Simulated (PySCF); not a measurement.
**How methods differ on the ionisation energy of Co³⁺**

Co³⁺ [Ar] 3d6 [3d3/2^4 3d5/2^2, M_J = 4] → Co⁴⁺ [Ar] 3d5 [3d3/2^4 3d5/2^1, M_J = 5/2], as a difference of total energies. Computed with PySCF 2.14 in x2c-TZVPall-2c (6s7p4d1f, 54 functions), with the two-component X2C-1e Hamiltonian. Correlated levels: [Ne] frozen. "Screened" scales the spin-orbit matrix elements by Boettger's factors to mimic the two-electron term; Breit and QED terms are absent.

Q: Order these methods by the ionisation energy they give, lowest first.
A. GHF (spin-free)
B. GHF (screened spin-orbit)
C. GMP2 (screened spin-orbit)
D. GMP2 (spin-free)

A: A (49.178 eV), B (49.252 eV), D (50.806 eV), C (50.880 eV).

Errors of the correlated levels include the incompleteness of this basis and the frozen core.

The labels give the starting determinants; with spin-orbit coupling the two ends relaxed to ⟨J²⟩ = 20.00, ⟨L²⟩ = 6.01, ⟨S²⟩ = 6.00 and ⟨J²⟩ = 8.75, ⟨L²⟩ = 0.00, ⟨S²⟩ = 8.75.

For comparison: 51.27 ± 0.1 eV (semi-empirical (NIST evaluation); NIST Atomic Spectra Database, ionization energies).
